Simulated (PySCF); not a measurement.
UHF on Be+ (beryllium, charge +1)

Configuration: [He] 2s1, 2S determinant. Computed with PySCF 2.14 in Sapporo-DZP-2012 (4s2p, 10 functions), with scalar relativity by spin-free X2C-1e.

```
Total energy                        : -14.276422 hartree
One-electron energy                 : -17.5993 hartree
Hartree (Coulomb) energy            : 5.8283 hartree
Exchange energy                     : -2.5054 hartree
⟨S²⟩                                : 0.7500
⟨L²⟩                                : 0.000
Sum of ⟨r⟩                          : 3.126 bohr
Sum of ⟨r²⟩                         : 6.620 bohr²
Langevin diamagnetic susceptibility : -5.24 ×10⁻⁶ cm³/mol
Time after the integrals            : 0.02 s of wall time on 1 thread of Intel(R) Xeon(R) 6975P-C (shared host)
```

```
shell  electrons  mean orbital energy (eV)  rms radius, mean of both spins (bohr)
 1s α          1                   -140.53                                  0.482
 1s β          1                   -139.45                                  0.482
 2s α          1                   -18.084                                   2.48
```
